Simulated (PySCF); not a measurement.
Te(Me)(SiMe3), SMILES C[Te][Si](C)(C)C (GFN2-xTB optimised geometry):

```
18

Te     2.150    -1.174     0.000
C      2.271    -0.001    -1.811
H      1.781    -0.511    -2.628
H      3.314     0.135    -2.057
H      1.815     0.969    -1.666
Si    -0.375    -1.174     0.000
C     -0.922    -2.075     1.584
C     -1.068    -2.089    -1.528
C     -1.066     0.607     0.000
H     -2.004    -2.123     1.648
H     -0.542    -3.092     1.607
H     -0.558    -1.568     2.471
H     -0.715    -3.115    -1.567
H     -0.760    -1.600    -2.448
H     -2.154    -2.112    -1.518
H     -0.777     1.135    -0.904
H     -0.694     1.174     0.848
H     -2.150     0.611     0.048
```

Computed with B3LYP/def2-SVP, def2 effective core potentials past Kr (PySCF 2.14.0).

What are the frontier orbital energies and the dipole moment?

HOMO-2 -8.24 eV, HOMO-1 -7.23 eV, HOMO -5.48 eV, LUMO -0.39 eV, LUMO+1 0.79 eV; dipole moment 1.54 D.

On the same geometry PBE/def2-SVP, def2 effective core potentials past Kr (PySCF) gives HOMO-2 -7.22 eV, HOMO-1 -6.40 eV, HOMO -4.67 eV, LUMO -1.01 eV, LUMO+1 0.11 eV; dipole moment 1.56 D.
